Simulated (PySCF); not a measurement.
Job for PySCF: R-BP86/6-31G* on CH4 (SMILES C).

```python
from pyscf import gto, scf, dft, mp
from pyscf.data.elements import chemcore

mol = gto.M(
    atom='''
    C    -0.07214757    0.03071070   -0.15670475
    H     0.04576111    0.26599455   -1.21319241
    H    -0.64911593   -0.88962410   -0.06233894
    H     0.91145090   -0.10370336    0.29224828
    H    -0.59418863    0.84834177    0.33872734
    ''',
    basis='6-31g*',
    cart=True,
    charge=0, spin=0, verbose=3, max_memory=1800)
mf = dft.RKS(mol, xc='b88,p86')
mf.conv_tol = 1e-8
mf.max_cycle = 100
mf.kernel()
if not mf.converged:
    mf = mf.newton().run(mf.mo_coeff, mf.mo_occ)
```

**Question.** Predict the final total energy.

**Answer.** -40.5113 hartree.
